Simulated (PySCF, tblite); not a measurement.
(E)-diethyl(styryl)phosphine oxide, C₁₂H₁₇OP.
SMILES with atom numbers: `[CH3:1][CH2:2][P:3](=[O:4])(/[CH:5]=[CH:6]/[c:7]1[cH:8][cH:9][cH:10][cH:11][cH:12]1)[CH2:13][CH3:14]` (hydrogens: H15, H16, H17 on C1; H18, H19 on C2; H20 on C5; H21 on C6; H22 on C8; H23 on C9; H24 on C10; H25 on C11; H26 on C12; H27, H28 on C13; H29, H30, H31 on C14)

Jobs on this species (31 atoms, 112 electrons) with PySCF (density fitting) and tblite. Hardware of each: one thread, Arm Neoverse V2 (aarch64), on a shared host. Other jobs ran on the host; a repeat could differ by tens of per cent or more.

```csv
level and settings,work,basis functions,SCF cycles,wall time
"PBE0-D3(BJ)/def2-SVP, grid level 1",geometry optimisation from a GFN2-xTB start shaken at random,285,?,?
wB97X-D/def2-SVPD,"10 singlets by full TDDFT, 4 Tamm–Dancoff triplets, polarisability",423,?,?
GFN2-xTB,Hessian by finite differences,–,–,2.1 s
GFN2-xTB,L-BFGS relaxation,–,–,1.9 s
PBE0/pcSseg-1,"shieldings, ring-centre shieldings, charges and field gradients",330,15,1.9 min
```

Fill in the missing figures.

- PBE0-D3(BJ)/def2-SVP, grid level 1; geometry optimisation from a GFN2-xTB start shaken at random: 9.5 min, 76 SCF cycles
- wB97X-D/def2-SVPD; 10 singlets by full TDDFT, 4 Tamm–Dancoff triplets, polarisability: 6.5 min, 14 SCF cycles

What do all jobs in the table cost together?

About 18 min; the longest takes about 53 % of that, and about 300 times as long as the shortest.
